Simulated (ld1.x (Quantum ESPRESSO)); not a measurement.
Os (Z = 76): one change to a TM potential, before and after

ld1.x (Quantum ESPRESSO) 7.5 input, shortened:

```
&input
   title='Os', zed=76., rel=1, dft='PBE', iswitch=3,
   config='[Xe] 4f14 5d6 6s1 6p0'
 /
 &inputp
   pseudotype=2, tm=.true., lloc=-2, rcloc=2.65,
   nlcc=.true., rcore=2.00
 /
3
6S  1  0   1.00   0.00  2.25  2.25  0.0
6P  2  1   0.00   0.00  2.70  2.70  0.0
5D  3  2   6.00   0.00  2.00  2.00  0.0
 &test
   configts(1)='5d6 6s1 6p0'
 /
```

Change: wave 5d (bound): rc 2.00 bohr becomes 5d (bound): rc 1.62 bohr.

Cutoffs: the cutoffs (Ry, on a coarse ladder) from which the occupation-weighted sum of valence levels, in a spherical-Bessel basis at the reference potential, stays within 10 and 1 mRy of its value at 400 Ry; they do not see the model core or the augmentation charge, which bear on the density cutoff. Errors are all-electron minus pseudo energies relative to the spin-unpolarised reference configuration.

**Question.** Predict the effect on cutoff, ghosts and configuration errors.

**Answer.** The potential gets harder (35 Ry and 45 Ry → 35 Ry and 55 Ry); the errors of the 7 common tests hardly move; neither file shows a bound ghost. A smaller radius makes the pseudo-wave follow the all-electron one further in, where it bends more sharply, so more plane waves are needed.

```csv
quantity,base,changed
"cutoff, loose",35 Ry,35 Ry
"cutoff, tight",45 Ry,55 Ry
bound ghosts,none,none
"error for 5d6 6s2 6p0, meV [ΔE -9.58 eV]",-2.2,-2.2
"error for 5d6 6s0 6p0, meV [ΔE 16.91 eV]",-17,-17
"error for 5d5 6s0 6p0, meV [ΔE 45.76 eV]",-132,-132
"error for 5d6 6s0 6p1, meV [ΔE 6.14 eV]",-5.4,-5.4
"error for 5d5 6s2 6p0, meV [ΔE 1.50 eV]",-69,-68
"error for 5d5 6s2 6p1, meV [ΔE -3.47 eV]",-104,-103
"error for 5d4 6s0 6p0, meV [ΔE 87.24 eV]",-521,-521
s: phases at 2.97 bohr within 0.05 rad from the reference energy up to (Ry; the scan ends near 5),1.0,1.0
p: phases at 2.97 bohr within 0.05 rad from the reference energy up to (Ry; the scan ends near 5),0.9,0.9
d: phases at 2.97 bohr within 0.05 rad from the reference energy up to (Ry; the scan ends near 5),0.6,0.6
```
